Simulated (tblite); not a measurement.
Compound: CH7B2N (charge +1 and doublet state).
Atom-mapped SMILES: `[BH2:1][NH+:2][BH:3][CH3:4]` (hydrogens: H5, H6 on B1; H7 on N2; H8 on B3; H9, H10, H11 on C4)

Computed with GFN2-xTB (tblite), gas phase: L-BFGS steps from a force-field or distance-geometry start until the largest atomic force falls under 0.01 eV/Å.

Step 58: E = -289.5937 eV
```
atom  x, y, z in Å  |  force x, y, z in eV/Å
B1     -1.7167    0.1953    0.1279   -0.075   0.047   0.071
N2     -0.8156   -0.7361   -0.3789   -0.023   0.091  -0.037
B3      0.4785   -0.5610   -0.8836    0.016  -0.007   0.031
C4      1.4489    0.4935   -0.2360    0.076  -0.006  -0.043
H5     -2.8815    0.0868    0.0674    0.003  -0.002   0.008
H6     -1.2960    1.1723    0.6419   -0.078  -0.090  -0.006
H7     -1.2053   -1.6723   -0.5015    0.003  -0.007  -0.042
H8      0.9236   -1.1717   -1.7821   -0.007  -0.049   0.011
H9      0.8866    1.0801    0.4952    0.044  -0.008  -0.038
H10     1.9091    1.1223   -0.9963   -0.013   0.010  -0.008
H11     2.2739   -0.0065    0.2693    0.053   0.020   0.052
```

Step 59: E = -289.5950 eV
```
atom  x, y, z in Å  |  force x, y, z in eV/Å
B1     -1.7259    0.1971    0.1259    0.004  -0.046   0.058
N2     -0.8154   -0.7305   -0.3732   -0.005   0.142  -0.062
B3      0.4787   -0.5580   -0.8787   -0.018   0.013   0.029
C4      1.4545    0.4931   -0.2360    0.026   0.010  -0.019
H5     -2.8865    0.0795    0.0597   -0.060  -0.002  -0.003
H6     -1.3093    1.1652    0.6484   -0.055   0.010   0.030
H7     -1.1992   -1.6664   -0.4976   -0.040  -0.089  -0.044
H8      0.9216   -1.1624   -1.7818   -0.012  -0.072   0.005
H9      0.8966    1.0878    0.4938    0.079  -0.032  -0.065
H10     1.9147    1.1117   -1.0036    0.005   0.039  -0.002
H11     2.2757   -0.0143    0.2665    0.074   0.028   0.074
```

Task: Estimate the geometry and energy of step 60. (The exact step hangs on the optimiser's Hessian estimate; all steps are aligned on step 59, rigid shifts and turns removed.)

Result: E = -289.5963 eV, largest force 0.113 eV/Å
```
atom  x, y, z in Å  |  force x, y, z in eV/Å
B1     -1.7264    0.1991    0.1274    0.046  -0.071   0.043
N2     -0.8166   -0.7289   -0.3758   -0.030   0.091  -0.059
B3      0.4801   -0.5623   -0.8758   -0.003   0.009   0.002
C4      1.4539    0.4944   -0.2373    0.068  -0.030  -0.005
H5     -2.8864    0.0865    0.0502   -0.063   0.006   0.006
H6     -1.3026    1.1564    0.6644   -0.070   0.015   0.023
H7     -1.2047   -1.6641   -0.5032   -0.023  -0.041  -0.045
H8      0.9285   -1.1721   -1.7755   -0.037  -0.046   0.046
H9      0.8937    1.0868    0.4925    0.079  -0.026  -0.058
H10     1.9051    1.1149   -1.0094    0.010   0.022   0.018
H11     2.2809   -0.0078    0.2657    0.023   0.070   0.029
```

The energy changes by -0.0014 eV. The first-order estimate −F·Δx gives -0.0018 eV and the mean of the old and new forces, exact on a quadratic surface, -0.0014 eV. The step makes an angle of 79° with the force vector and moves no atom by more than 0.020 Å.

The cost below is that of the whole relaxation. The run took 0.24 s wall on one thread of an Arm Neoverse V2, no GPU, on a shared host.
